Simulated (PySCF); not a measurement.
**How many f electrons in HoB?**

Unrestricted PBE0; PySCF, spin-free X2C with a Gaussian nucleus, basis sets Ho x2c-TZVPall, B x2c-TZVPall. The search starts from ions with several 4f fillings and holds each by maximum overlap.

The lowest solution of each spin and filling, followed along the bond (rough minima from three points):

```tsv
2Ms+1	4f population	⟨S²⟩ at the start	R at minimum (Å)	Te (eV)
7	10.94	12.01	2.34	0.00
3	10.23	4.40	2.33	0.09
5	10.32	7.28	2.65	0.16
7	10.02	12.05	2.34	0.37
```

Solutions at the starting distance of 2.310 Å, counted from the lowest; the search is not exhaustive:

| 2Ms+1 | 4f population | E (eV) | ⟨S²⟩ | ⟨Lz²⟩ | μ (D) |
| --- | --- | --- | --- | --- | --- |
| 7 | 10.94 | 0.00 | 12.01 | 12.2 | -5.00 |
| 3 | 10.23 | 0.09 | 4.40 | 12.0 | -3.76 |
| 7 | 10.94 | 0.14 | 12.02 | 11.4 | -5.00 |
| 7 | 10.93 | 0.19 | 12.01 | 12.7 | -5.01 |
| 7 | 10.94 | 0.19 | 12.02 | 12.5 | -5.01 |
| 7 | 10.96 | 0.24 | 12.01 | 9.0 | -5.06 |
| 5 | 10.32 | 0.32 | 7.28 | 14.4 | -3.60 |
| 5 | 10.40 | 0.33 | 7.20 | 13.8 | -3.43 |
| 7 | 10.02 | 0.38 | 12.05 | 11.9 | -2.50 |
| 5 | 10.93 | 0.38 | 7.02 | 14.2 | -4.46 |
| 7 | 10.03 | 0.38 | 12.02 | 9.0 | -2.67 |
| 7 | 10.72 | 0.42 | 12.24 | 13.6 | -4.49 |
| 3 | 10.96 | 0.56 | 4.03 | 12.5 | -4.00 |

Partly filled real f orbitals mix terms, so no term symbols are given. A population far from a whole number shows f orbitals mixing with d and ligand orbitals, not a clean configuration. A positive dipole means Ho(−)B(+).

Spin–orbit coupling is left out. With d or f electrons several states lie close, and the lowest PBE0 determinant need not be the measured ground state.
